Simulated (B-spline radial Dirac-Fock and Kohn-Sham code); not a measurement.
**The Ar-like isoelectronic sequence (18 electrons), Z = 30 to 37**

The computed values come from a radial atomic solver: ΔSCF Dirac-Fock with Breit, self-energy and vacuum polarisation, finite nucleus, configuration average. Binding energies in eV, tabulated ground configurations ([Ne] 3s2 3p6 throughout). The model has no electron correlation.

```csv
ion,1s,2p1/2,3s,3p1/2,outermost level,NIST ionisation energy
Zn¹²⁺,10056.5,1446.7,475.8,420.6,416.4 (3p3/2),417.6 ± 1.2
Ga¹³⁺,10812.9,1593.2,533.4,475.1,470.0 (3p3/2),471.2 ± 1.4
Ge¹⁴⁺,11598.4,1746.9,594.1,532.8,526.8 (3p3/2),527.9 ± 1.6
As¹⁵⁺,12413.0,1908.1,658.1,593.6,586.6 (3p3/2),587.6 ± 1.9
Se¹⁶⁺,13257.0,2076.5,725.2,657.6,649.4 (3p3/2),650.5 ± 2.1
Br¹⁷⁺,?,?,?,?,?,?
Kr¹⁸⁺,15033.5,2435.7,869.3,795.3,784.4 (3p3/2),785.316 ± 0.012
Rb¹⁹⁺,15966.3,2626.5,946.1,869.0,856.5 (3p3/2),857 ± 3
```

Problem. Fill in the row of Br¹⁷⁺.

Solution. 1s 14130.5, 2p1/2 2252.4, 3s 795.6, 3p1/2 724.9, outermost 715.4 (3p3/2), NIST 716.3 ± 2.3 eV.

NIST's values are for the lowest levels; a dash marks a value that is missing or belongs to another shell. Their kind here: semi-empirical.
